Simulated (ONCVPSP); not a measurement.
## PBE ONCV dataset for nitrogen (N), scalar-relativistic all-electron reference.

ONCVPSP 4.0.1 was run on this input:

```
# ATOM AND REFERENCE CONFIGURATION
# atsym  z   nc   nv     iexc    psfile
  N 7.00    1    2        4      upf
#
#   n    l    f
    1    0    2.00
    2    0    2.00
    2    1    3.00
#
# PSEUDOPOTENTIAL AND OPTIMIZATION
# lmax
    1
#
#   l,   rc,      ep,       ncon, nbas, qcut
    0    0.75    0.00    3    6    9.50
    1    1.90    0.00    4    8    7.40
#
# LOCAL POTENTIAL
# lloc, lpopt,  rc(5),   dvloc0
    4    5    0.50    2.00
#
# VANDERBILT-KLEINMAN-BYLANDER PROJECTORs
# l, nproj, debl
    0    2    2.90
    1    1    0.90
#
# MODEL CORE CHARGE
# icmod, fcfact, rcfact
    1    0.55    0.00
#
# LOG DERIVATIVE ANALYSIS
# epsh1, epsh2, depsh
   -2.00    5.00    0.02
#
# OUTPUT GRID
# rlmax, drl
    6.00    0.01
#
# TEST CONFIGURATIONS
# ncnf
    4
# nvcnf
#   n    l    f
    2
    2    0    2.00
    2    1    2.00
#
    2
    2    0    2.00
    2    1    1.00
#
    2
    2    0    2.00
    2    1    0.00
#
    2
    2    0    1.00
    2    1    4.00
#
```

Command:

```bash
oncvpsp.x < N.dat > N.out
```

Output (shortened: citation, most of the input echo, consistency checks and plot data are left out):

```
ONCVPSP  (Optimized Norm-Conservinng Vanderbilt PSeudopotential)
scalar-relativistic version 4.0.1

#   n    l    f        energy (Ha)
    1    0    2.00    -1.4138222E+01
    2    0    2.00    -6.8290674E-01
    2    1    3.00    -2.6054783E-01

Reference configufation results
  iterations    23
  all-electron total energy (Ha)   -5.44530351D+01

Begin loop to  construct optimized pseudo wave functions
and semi-local pseudopoentials for all angular momenta

   Wellstate for l =  0  n =  3
     eigenvalue =   2.2171
     asymptotic potential =   2.7171
     half-point radius =  1.8357

Calculating optimized projector #   1

 for l=   0

    Fraction of norm inside rc  0.145264
    Optimizing pswf for qcut=   9.52 a_B^-1,  ecut=  45.30 Ha
    Residual kinetic energy error=  5.67D-05 Ha

    Energy error per electron        Cutoff
         Ha          eV             Ha
         0.01000     0.27211       20.57
         0.00100     0.02721       30.39
         0.00010     0.00272       39.57
         0.00001     0.00027      180.94

Calculating optimized projector #   2

 for l=   0

    Fraction of norm inside rc  0.082012
    Optimizing pswf for qcut=   9.52 a_B^-1,  ecut=  45.30 Ha
    Residual kinetic energy error=  2.27D-03 Ha

    Energy error per electron        Cutoff
         Ha          eV             Ha
         0.01000     0.27211       20.95
         0.00100     0.02721      103.04
         0.00010     0.00272      236.94

Calculating optimized projector #   1

 for l=   1

    Fraction of norm inside rc  0.753314
    Optimizing pswf for qcut=   7.40 a_B^-1,  ecut=  27.38 Ha
    Residual kinetic energy error=  6.96D-07 Ha

    Energy error per electron        Cutoff
         Ha          eV             Ha
         0.01000     0.27211       13.97
         0.00100     0.02721       18.38
         0.00010     0.00272       21.78
         0.00001     0.00027       24.57

Construct Vanderbilt / Kleinmman-Bylander projectors

B matrix Hermiticity error, ll=   0
   1   2    1.5251E-04

  Orthonormal projector coefficients  3.2310E+01  8.0097E+00

Model core correction analysis
  based on d2Exc/dn_idn_j

d2excae - all-electron derivatives

   -4.931472D-02   -4.024783D-02
   -4.054850D-02   -3.610364D-02

d2excps - pseudofunction derivatives with no core correction

   -4.799732D-02   -4.230840D-02
   -4.260755D-02   -3.764885D-02

rms 2nd derivative error    1.775448E-03

Polynomial model core charge

d2excps - pseudofunction derivatives with core correction

   -4.761289D-02   -4.192789D-02
   -4.222716D-02   -3.732302D-02

rms 2nd derivative error    1.583006E-03

Pseudoatom total energy   -9.594864

Diagnostic tests using Vanderbilt-Kleinman-Bylander pseudopotentials
  1 or more projectors used as specified by nproj input data

   l    rcore       rmatch      e in        delta e   norm test  slope test

   0   0.7525286   0.7753770  -0.6829067  -0.0000415   0.9999805   1.0000831
   0   0.7525286   0.7753770   2.2170933   0.0007654   1.0000993   1.0000993

   1   1.9019978   1.9597466  -0.2605478  -0.0000011   0.9999985   1.0000043

 Testing for bound ghosts
   n   l    E NL Schr. Eq   E Basis Diag.   E Cutoff

   1   0       -0.682948       -0.480079    218.87

   2   1       -0.260549       -0.259128     61.41

 Testing for highly-localized positive-energy ghosts
       l    <radius>/rc     E Basis Diag.   E Cutoff

       0        0.928971       14.284405    218.87  WARNING - GHOST(+)

Test configuration 0

   n   l     f        eae           eps        diff
   1   0  2.0000  -14.13822183
   2   0  2.0000   -0.68290674   -0.68294825   -4.15D-05
   2   1  3.0000   -0.26054783   -0.26054890   -1.07D-06

    Total energies and differences
      AE_ref= -5.44530351D+01  AE_tst= -5.44530351D+01  dif=  0.00D+00
      PS_ref= -9.59486448D+00  PS_tst= -9.59486448D+00  dif=  1.78D-15
      PSP excitation error= -1.78D-15

Test configuration 1

   n   l     f        eae           eps        diff
   1   0  2.0000  -14.76144207
   2   0  2.0000   -1.19296401   -1.19290545    5.86D-05
   2   1  2.0000   -0.76027961   -0.75667322    3.61D-03

    Total energies and differences
      AE_ref= -5.44530351D+01  AE_tst= -5.39535657D+01  dif=  4.99D-01
      PS_ref= -9.59486448D+00  PS_tst= -9.09654084D+00  dif=  4.98D-01
      PSP excitation error=  1.15D-03

Test configuration 2

   n   l     f        eae           eps        diff
   1   0  2.0000  -15.57681778
   2   0  2.0000   -1.80659260   -1.79981350    6.78D-03
   2   1  1.0000   -1.37852229   -1.35853617    2.00D-02

    Total energies and differences
      AE_ref= -5.44530351D+01  AE_tst= -5.28932188D+01  dif=  1.56D+00
      PS_ref= -9.59486448D+00  PS_tst= -8.04645345D+00  dif=  1.55D+00
      PSP excitation error=  1.14D-02

Test configuration 3

   n   l     f        eae           eps        diff
   1   0  2.0000  -16.56788995
   2   0  2.0000   -2.50354763   -2.47592981    2.76D-02

    Total energies and differences
      AE_ref= -5.44530351D+01  AE_tst= -5.11629894D+01  dif=  3.29D+00
      PS_ref= -9.59486448D+00  PS_tst= -6.35376824D+00  dif=  3.24D+00
      PSP excitation error=  4.89D-02

Test configuration 4

   n   l     f        eae           eps        diff
   1   0  2.0000  -14.16868230
   2   0  1.0000   -0.69934346   -0.70094169   -1.60D-03
   2   1  4.0000   -0.27594888   -0.27737052   -1.42D-03

    Total energies and differences
      AE_ref= -5.44530351D+01  AE_tst= -5.40301448D+01  dif=  4.23D-01
      PS_ref= -9.59486448D+00  PS_tst= -9.17185889D+00  dif=  4.23D-01
      PSP excitation error= -1.15D-04
```

The run took about 1.8 s on one core of a shared server CPU.
